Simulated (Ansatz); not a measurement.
Program: Ansatz. Geometries: PBE0-D4/def2-TZVP. ΔE: electronic, gas phase. CCSD(T)/CBS is the MP2 limit (def2-TZVPP, def2-QZVPP) plus CCSD(T) − MP2 in def2-TZVPP, frozen cores. This one scheme is used for every species. Functionals use def2-TZVPP. B3LYP here is the variant with VWN-RPA as its local correlation; programs differ in this. def2 core potentials past Kr. For Sn outer-core shells are correlated without core-valence functions, which leaves a few kJ/mol of doubt a bond.

Reaction (stannylene formation by 1,1-elimination): `[CH3][Sn]([Cl])([Cl])[Cl]` → `[Cl][Sn][Cl]` + `CCl`

`[CH3][Sn]([Cl])([Cl])[Cl]`:

```xyz
8

C     0.128   -0.181    1.232
Sn   -0.088    0.124   -0.847
Cl    1.840   -0.399   -2.005
Cl   -1.776   -1.171   -1.743
Cl   -0.594    2.320   -1.353
H     0.347   -1.234    1.406
H     0.947    0.442    1.589
H    -0.804    0.099    1.721
```

`[Cl][Sn][Cl]`:

```xyz
3

Cl   -0.054   -1.593    0.960
Sn   -0.665    0.635    0.464
Cl    0.719    0.958   -1.424
```

`CCl`:

```xyz
5

C    -0.137   -0.015    0.048
Cl    1.527    0.170   -0.535
H    -0.648   -0.739   -0.583
H    -0.635    0.950   -0.007
H    -0.108   -0.366    1.077
```

CCSD(T)/CBS gives +123.8 kJ/mol.

(1) Another level gave +113.7 kJ/mol. Which?
A. B3LYP/def2-TZVPP
B. HF/def2-TZVPP
C. PBE-D4/def2-TZVPP
D. SCS-MP2/def2-TZVPP

Largest T1 diagnostic among the species: 0.014.

Answers

(1) D. SCS-MP2/def2-TZVPP 113.7, HF/def2-TZVPP 105.4, B3LYP 72.9, PBE-D4 95.1 kJ/mol.

From r2SCAN to r2SCAN0 (25 % exact exchange), in def2-TZVPP and without D4, ΔE moves by +6.6 kJ/mol. In def2-TZVPP, CCSD(T) changes the Hartree–Fock value by +16.9 kJ/mol (the triples alone add +4.1 kJ/mol) and MP2 by +20.9 kJ/mol.
